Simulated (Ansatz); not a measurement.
Energy difference 0.5 R1 + 0.5 R2 → P1, each structure at its B3LYP-D3(BJ)/def2-TZVP stationary point, reached from a drawn start (curvature not checked).
R1, SiF4 (SMILES F[Si](F)(F)F) (charge 0, multiplicity 1):
```tsv
atom	x (Å)	y (Å)	z (Å)
Si	0.0000	0.0000	0.0000
F	0.9049	0.9049	0.9049
F	0.9049	-0.9049	-0.9049
F	-0.9049	0.9049	-0.9049
F	-0.9049	-0.9049	0.9049
```
R2, SiCl4 (SMILES Cl[Si](Cl)(Cl)Cl) (charge 0, multiplicity 1):
```xyz
5

Si     0.00000     0.00000     0.00000
Cl     1.17346     1.17346     1.17346
Cl     1.17346    -1.17346    -1.17346
Cl    -1.17346     1.17346    -1.17346
Cl    -1.17346    -1.17346     1.17346
```
P1: Cl2F2Si (SMILES F[Si](F)(Cl)Cl), charge 0, multiplicity 1.

P less R. No zero-point or thermal terms.

Cores are frozen in the correlated methods.

Run with Ansatz (Gaussian basis) for Hartree–Fock, density functionals and correlated methods. All values are computed, each at the level named.

Total energies in hartree:

```tsv
structure	PBE/def2-TZVPP	PBE0/def2-TZVPP	CCSD(T)/cc-pV(Q+d)Z
R1	-688.809129	-688.836792	-688.446394
R2	-2129.674109	-2129.849609	-2128.322942
P1	-1409.241499	-1409.342616	-1408.383281
```

Problem. Work out the reaction energy at each level in meV (1 hartree = 27211.38625 meV), and say how far PBE/def2-TZVPP lies from CCSD(T)/cc-pV(Q+d)Z.

Solution. 
- PBE/def2-TZVPP: (-1409.241499) − 0.5 × (-688.809129) − 0.5 × (-2129.674109) = 0.000120 hartree = 3.3 meV
- PBE0/def2-TZVPP: (-1409.342616) − 0.5 × (-688.836792) − 0.5 × (-2129.849609) = 0.000585 hartree = 15.9 meV
- CCSD(T)/cc-pV(Q+d)Z: (-1408.383281) − 0.5 × (-688.446394) − 0.5 × (-2128.322942) = 0.001387 hartree = 37.7 meV
PBE/def2-TZVPP less CCSD(T)/cc-pV(Q+d)Z: -34.4 meV. CCSD(T)/cc-pV(Q+d)Z is the level counted from, the highest shown, and no exact or measured value.

Ansatz is a first-principles code.
